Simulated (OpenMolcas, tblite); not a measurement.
## CH5FOSi (SMILES CO[SiH2]F): methods side by side

CH5FOSi: 9 atoms, total charge 0, spin state singlet. SMILES: `CO[SiH2]F`. The shape is that of a PBE0-D4/def2-TZVP optimisation. This is one conformer, not always the lowest.

Quantity: the vertical ionisation energy (to the doublet cation), in eV. The values are calculated.

```
                                   level                   kind     program  value (eV)  less CCSD(T)/def2-SVP  CPU time (all runs)
                               IPEA1-xTB         semi-empirical      tblite       14.91                  +3.64            under 2 s
                             HF/def2-SVP           Hartree–Fock  OpenMolcas       10.42                  -0.85                 24 s
                          SVWN5/def2-SVP                    LDA  OpenMolcas       10.64                  -0.63              1.7 min
                           BLYP/def2-SVP                    GGA  OpenMolcas       10.44                  -0.83              2.2 min
                            PBE/def2-SVP                    GGA  OpenMolcas       10.55                  -0.72              2.6 min
                           TPSS/def2-SVP               meta-GGA  OpenMolcas       10.67                  -0.60              3.3 min
                          B3LYP/def2-SVP          global hybrid  OpenMolcas       11.01                  -0.26              2.3 min
                           PBE0/def2-SVP          global hybrid  OpenMolcas       11.04                  -0.23              1.9 min
CCSD(T)/def2-SVP, open shells restricted  coupled cluster or CI  OpenMolcas       11.27                   0.00                4 min
```

Differences are taken from CCSD(T)/def2-SVP, open shells restricted for orientation; it has basis-set and higher-order errors of its own. The values span 10.42 to 14.91 eV. The xTB values lack the empirical shift that such differences need. CPU times are rough (shared hosts, several kinds of processor): they show what a rung costs within a factor of a few.
